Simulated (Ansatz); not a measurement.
Start from `C[O][Al]([Cl])[O]C` and change one atom or group to get `C[O][Al]([NH2])[O]C`.

Ansatz, PBE0-D4/def2-TZVP geometries, multiplicity 1. Each molecule was computed in one conformer, which needn't be the lowest.

```json
{"property": "HOMO energy (PBE0/def2-TZVPP) / eV", "`C[O][Al]([Cl])[O]C`": "-8.20"}
{"property": "size of the dipole moment (ωB97M-V/def2-TZVPP) / D", "`C[O][Al]([Cl])[O]C`": "1.79"}
{"property": "HOMO energy (B3LYP/def2-TZVPP) / eV", "`C[O][Al]([Cl])[O]C`": "-7.96"}
{"property": "HOMO–LUMO gap (PBE0/def2-TZVPP) / eV", "`C[O][Al]([Cl])[O]C`": "7.72"}
{"property": "HOMO–LUMO gap (B3LYP/def2-TZVPP) / eV", "`C[O][Al]([Cl])[O]C`": "7.19"}
{"property": "LUMO energy (B3LYP/def2-TZVPP) / eV", "`C[O][Al]([Cl])[O]C`": "-0.77"}
```

(1) Give the same properties after the change, and the shifts. (Best estimate.)

Results:

(1) The calculation gave: 
```
                                          property  `C[O][Al]([NH2])[O]C`  shift
                HOMO energy (PBE0/def2-TZVPP) / eV                  -7.12   1.08
size of the dipole moment (ωB97M-V/def2-TZVPP) / D                   0.67  -1.12
               HOMO energy (B3LYP/def2-TZVPP) / eV                  -6.86   1.10
              HOMO–LUMO gap (PBE0/def2-TZVPP) / eV                   7.19  -0.53
             HOMO–LUMO gap (B3LYP/def2-TZVPP) / eV                   6.62  -0.57
               LUMO energy (B3LYP/def2-TZVPP) / eV                  -0.23   0.54
```

With PBE0 the HOMO rises by 1.08 eV and the LUMO rises by 0.55 eV, so the gap narrows by about 0.53 eV. PBE moves the HOMO by 0.96 eV and ωB97M-V by 1.09 eV. Dipoles are sizes alone; their direction can turn.

B3LYP here is the variant with VWN-RPA as its local correlation; programs differ in this.
